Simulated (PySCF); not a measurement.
# Bonding in `CCC(C)(C)CCF`

C7H15F.
Atom-mapped SMILES: `[CH3:1][CH2:2][C:3]([CH3:4])([CH3:5])[CH2:6][CH2:7][F:8]` (hydrogens: H9, H10, H11 on C1; H12, H13 on C2; H14, H15, H16 on C4; H17, H18, H19 on C5; H20, H21 on C6; H22, H23 on C7)

Cartesian coordinates in Å at the GFN2-xTB level; atoms count from 1:
```
atom  x, y, z in Å
C1     1.854    0.284   -1.219
C2     1.310    0.105    0.195
C3    -0.120   -0.459    0.294
C4    -0.512   -0.504    1.776
C5    -0.163   -1.891   -0.252
C6    -1.138    0.376   -0.501
C7    -1.211    1.847   -0.115
F8    -2.173    2.471   -0.880
H9     1.267    1.001   -1.785
H10    1.865   -0.660   -1.757
H11    2.877    0.653   -1.170
H12    1.347    1.067    0.711
H13    1.973   -0.573    0.737
H14   -0.407    0.471    2.244
H15    0.128   -1.202    2.310
H16   -1.543   -0.833    1.890
H17   -1.143   -2.331   -0.080
H18    0.581   -2.509    0.244
H19    0.031   -1.911   -1.321
H20   -0.908    0.314   -1.566
H21   -2.132   -0.056   -0.359
H22   -0.276    2.378   -0.313
H23   -1.511    1.988    0.927
```

Bond orders from the PBE0/pcSseg-1 density (PySCF). The structure is a single GFN2-xTB conformer in the gas phase; no vibrational or solvent corrections.

Question: How far do the computed orders between heavy atoms stray from the drawn ones?

Answer: The largest departure is 0.131, at C7–F8 (drawn single, 0.869). Drawn single, order below 0.88: C7–F8 (0.869).

Question: Give the Mayer order of every bond between heavy atoms, beside its length.

Answer: 
| bond | drawn as | length (Å) | Mayer order |
| --- | --- | --- | --- |
| C1–C2 | single | 1.525 | 1.063 |
| C2–C3 | single | 1.540 | 0.983 |
| C3–C4 | single | 1.533 | 1.019 |
| C3–C5 | single | 1.533 | 1.020 |
| C3–C6 | single | 1.538 | 0.973 |
| C6–C7 | single | 1.522 | 1.049 |
| C7–F8 | single | 1.378 | 0.869 |

By pair of heavy elements: C–C: lowest C3–C6 (0.973, 1.538 Å), highest C1–C2 (1.063, 1.525 Å).

Question: And the bonds to hydrogen?

Answer: C–H: 0.94 to 0.97 (15 bonds).

Question: Sum the orders of all bonds at each heavy atom with more than one neighbour and set the sums beside the valence in the SMILES.

Answer: C1 3.950 (drawn 4), C2 3.942 (drawn 4), C3 3.995 (drawn 4), C4 3.902 (drawn 4), C5 3.903 (drawn 4), C6 3.905 (drawn 4), C7 3.814 (drawn 4). Orders between atoms that aren't bonded are not in these sums.

The Mayer order sums products of elements of PS (density times overlap matrix) between the two atoms' basis functions, so it depends on the basis set.

These values come from a run that also computed NMR shieldings. On Arm Neoverse V1, one thread, shared host, this took 39 s of wall time and 0.95 GiB of memory at its peak.
